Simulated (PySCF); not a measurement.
## Telling isomers of C$_{8}$H$_{16}$Si apart by NMR

How the numbers were obtained: PBE0-D3(BJ)/def2-SVP geometry, shieldings: GIAO PBE0/pcSseg-1, in PySCF 2.14.0 with density-fitted response routines (in vacuum, one averaged value for each set of equivalent atoms, one computed conformer, non-relativistic).

Chemical shifts δ = σref − σ; TMS for 1H (σref 31.27), 13C (σref 184.41), all at this level. Where no couplings were computed, multiplicities follow the n + 1 count of equivalent neighbours, and m marks all less simple cases (inequivalent or close neighbours, rings, F or P nearby). Shifts are as computed. Against solution values, carbons near 30 ppm lie about +2 ppm off and those near 130 ppm about +5 ppm. Of 1313 compounds with measured shifts, 239 miss one by over three times the rms of a fit or turn the order of signals round; such compounds aren't used in these exercises.

(1) Tabulate the signals of `CC#C[SiH2]CC(C)(C)C`, `C=C(C)[SiH]1CCCCC1` and their relative energies.

(2) What is the quickest way to tell CC#C[SiH2]CC(C)(C)C from C=C(C)[SiH]1CCCCC1?

Results:

(1) 
```tsv
SMILES	carbon types	δC	δH	E rel. (kcal/mol)
CC#C[SiH2]CC(C)(C)C	3×C 1×CH2 4×CH3	113.3, 81.6, 33.7, 30.0, 29.9, 6.0	4.40 (t, 2H), 1.93 (s, 3H), 0.98 (s, 9H), 0.84 (t, 2H)	28.1
C=C(C)[SiH]1CCCCC1	1×C 6×CH2 1×CH3	153.8, 136.9, 31.4, 27.0, 24.6, 11.8	5.86 (m, 1H), 5.85 (m, 1H), 4.23 (m, 1H), 1.96 (m, 2H), 1.86 (s, 3H), 1.59 (m, 1H), 1.31 (m, 2H), 1.07 (m, 1H), 0.77 (m, 2H), 0.59 (m, 2H)	0.0
```

Energies are electronic energies at PBE0/pcSseg-1 on these geometries, without zero-point or thermal terms, each for the one conformer computed, which needn't be the lowest.

(2) Both give the same number of carbon signals, but DEPT or the intensities differ. The first has an alkyne carbon (C) at 81.6 ppm, the second a terminal =CH2 carbon at 136.9 ppm. Their most deshielded carbons lie at 113.3 and 153.8 ppm. In the proton spectra the most deshielded non-exchanging signals are 4.40 (t, 2H) and 5.86 (m, 1H).
